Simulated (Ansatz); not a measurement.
This geometry of BClFH₃O (7 atoms, charge 0, multiplicity 1) is a first-order saddle point.

Method: RKS PBE-D4/def2-SVP in Ansatz.

```xyz
7
Properties=species:S:1:pos:R:3
B -0.011 -0.269 0.006
H -0.132 0.148 1.324
F 1.162 0.172 -0.482
Cl -1.530 0.188 -0.866
O 0.037 -1.773 0.389
H -0.822 -2.175 0.144
H -0.129 -0.913 1.308
```

Task: Which two structures does it join? (They come from a converged band through this point; their orientation in space is the band's.)

Result: Bonds broken: B1–H2, O5–H7. Bonds formed: H2–H7. BClFH3O becomes BClFHO + H2.

Initial state:

```xyz
7
Properties=species:S:1:pos:R:3
B 0.036 -0.009 0.099
H -0.016 0.574 1.172
F 1.168 0.094 -0.631
Cl -1.528 0.064 -0.904
O -0.006 -1.669 0.565
H -0.770 -1.983 0.024
H -0.309 -1.694 1.497
```

Final state:

```xyz
7
Properties=species:S:1:pos:R:3
B 0.103 -0.480 -0.870
H -0.561 -0.368 2.930
F 1.247 0.042 -1.297
Cl -1.424 0.287 -1.354
O 0.147 -1.579 -0.078
H -0.741 -1.884 0.181
H -0.196 -0.639 2.310
```

Task: How far does it lie above each of them?

Result: 85.6 kJ/mol above the first and 159.9 kJ/mol above the second. This is the barrier of this one path; another mechanism may lie lower. The orbitals stay closed-shell, which can raise the energy where a bond breaks towards radicals; this wasn't checked here.

Run time: 3.9 min on 1 thread of Arm Neoverse V2, with other jobs on the host, peak memory 0.15 GiB.
